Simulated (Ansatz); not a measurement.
`N[Si](N)(O)[SiH3]` + `O[SiH3]` → `N[Si](O)([SiH3])O[SiH3]` + NH₃  (ligand exchange at the Si–N bond)

Gas-phase electronic energies from Ansatz, PBE0-D4/def2-TZVP geometries. CCSD(T)/CBS adds triple-zeta CCSD(T) − MP2 to the extrapolated MP2 energy (def2 sets, frozen cores). This one scheme is used for every species. Functionals use def2-TZVPP. B3LYP here is the variant with VWN-RPA as its local correlation; programs differ in this. Each species was taken in one conformer, which may not be the lowest.

(1) Is it downhill or uphill in electronic energy at CCSD(T)/CBS, and by how much? (An estimate is asked.)

(2) What do these levels give: PBE0-D4, B3LYP-D4, r2SCAN, MP2/def2-TZVPP, MP2/def2-QZVPP, HF/CBS(def2)? (An estimate is asked.)

Largest T1 diagnostic among the species: 0.012.

## Answers

(1) Ansatz gave: Downhill: ΔE = -67.5 kJ/mol.

(2) Ansatz gave: PBE0-D4 -63.6, B3LYP-D4 -69.8, r2SCAN -65.0, MP2/def2-TZVPP -65.9, MP2/def2-QZVPP -66.5, HF/CBS(def2) -74.4 kJ/mol.

In def2-TZVPP, CCSD(T) changes the Hartree–Fock value by +5.3 kJ/mol (the triples alone add +0.5 kJ/mol) and MP2 by +6.8 kJ/mol. The D4 term adds −6.4 kJ/mol with B3LYP and −4.1 kJ/mol with PBE0; it sums over pairs of atoms, weighted by their polarisabilities, and B3LYP, whose exchange is more repulsive, gets the larger term.
